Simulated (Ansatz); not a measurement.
Consider the redistribution: `C#[C][Ti]([OH])([F])[Cl]` + `[F][GeH2][I]` → `[OH][Ti]([F])([Cl])[I]` + `C#[C][GeH2][F]`.

Gas-phase electronic energies from Ansatz, PBE0-D4/def2-TZVP geometries. CCSD(T)/CBS is the MP2 limit (def2-TZVPP, def2-QZVPP) plus CCSD(T) − MP2 in def2-TZVPP, frozen cores. Functionals use def2-TZVPP. HSE06 is defined as in plane-wave codes. Elements past krypton have def2 core potentials. For Ge, I, Ti outer-core shells are correlated without core-valence functions, which leaves a few kJ/mol of doubt a bond. Scalar relativity is left out up to krypton. Each species was taken in one conformer, which may not be the lowest.

`C#[C][Ti]([OH])([F])[Cl]`:

Cartesian coordinates in Å:
```
C 0.976 -1.649 1.439
C 0.368 -0.866 0.737
Ti -0.657 0.409 -0.437
O 0.472 1.626 -1.002
F -1.312 -0.490 -1.778
Cl -2.255 1.309 0.757
H 1.506 -2.338 2.057
H 0.902 1.999 -1.772
```

`[F][GeH2][I]`:

```xyz
5

F     0.234   -0.537   -1.618
Ge   -0.045   -0.191    0.058
I     0.314    2.254    0.373
H     1.003   -0.980    0.848
H    -1.506   -0.546    0.340
```

`[OH][Ti]([F])([Cl])[I]`:

```xyz
6

O     1.236    0.342    0.595
Ti   -0.156   -0.266   -0.278
F     0.388   -1.285   -1.579
Cl   -1.452   -1.368    1.089
I    -1.469    1.725   -1.206
H     1.453    0.852    1.378
```

`C#[C][GeH2][F]`:

Cartesian coordinates in Å:
```
C 1.123 -0.368 1.636
C 0.440 -0.144 0.669
Ge -0.669 0.220 -0.818
F 0.275 -0.109 -2.239
H 1.735 -0.569 2.486
H -1.864 -0.734 -0.858
H -1.041 1.703 -0.876
```

```json
{"level": "LDA (SPW92)", "ΔE (kJ/mol)": "-54.9", "difference from CCSD(T)/CBS": "-1.7"}
{"level": "PBE-D4", "ΔE (kJ/mol)": "-48.5", "difference from CCSD(T)/CBS": "4.7"}
{"level": "r2SCAN-D4", "ΔE (kJ/mol)": "-52.0", "difference from CCSD(T)/CBS": "1.2"}
{"level": "HSE06-D4", "ΔE (kJ/mol)": "-48.9", "difference from CCSD(T)/CBS": "4.3"}
{"level": "ωB97M-V", "ΔE (kJ/mol)": "-46.1", "difference from CCSD(T)/CBS": "7.1"}
{"level": "PBE", "ΔE (kJ/mol)": "-47.6", "difference from CCSD(T)/CBS": "5.6"}
{"level": "BLYP", "ΔE (kJ/mol)": "-44.2", "difference from CCSD(T)/CBS": "9.0"}
{"level": "HSE06", "ΔE (kJ/mol)": "-48.0", "difference from CCSD(T)/CBS": "5.2"}
{"level": "CAM-B3LYP", "ΔE (kJ/mol)": "-47.2", "difference from CCSD(T)/CBS": "6.0"}
{"level": "LC-ωPBE", "ΔE (kJ/mol)": "-50.9", "difference from CCSD(T)/CBS": "2.3"}
{"level": "CCSD/def2-SVP", "ΔE (kJ/mol)": "-41.1", "difference from CCSD(T)/CBS": "12.1"}
{"level": "HF/def2-TZVPP", "ΔE (kJ/mol)": "-39.4", "difference from CCSD(T)/CBS": "13.8"}
{"level": "CCSD(T)/def2-TZVPP", "ΔE (kJ/mol)": "-57.1", "difference from CCSD(T)/CBS": "-3.9"}
{"level": "MP2/def2-QZVPP", "ΔE (kJ/mol)": "-65.9", "difference from CCSD(T)/CBS": "-12.7"}
{"level": "SCS-MP2/def2-QZVPP", "ΔE (kJ/mol)": "-59.2", "difference from CCSD(T)/CBS": "-6.0"}
{"level": "HF/CBS(def2)", "ΔE (kJ/mol)": "-39.3", "difference from CCSD(T)/CBS": "13.9"}
{"level": "CCSD(T)/CBS", "ΔE (kJ/mol)": "-53.2", "difference from CCSD(T)/CBS": "0"}
```

Largest T1 diagnostic among the species: 0.024, so the coupled-cluster value is less sure than usual.

At CCSD(T), def2-SVP lies +3.1 kJ/mol from the extrapolated value and def2-TZVPP −3.9 kJ/mol. In def2-TZVPP, CCSD(T) changes the Hartree–Fock value by −17.7 kJ/mol (the triples alone add −7.3 kJ/mol) and MP2 by −28.7 kJ/mol.

CCSD(T)/CBS has its own doubt, a few kJ/mol and more with outer-core shells, so smaller differences from it don't rank the levels.
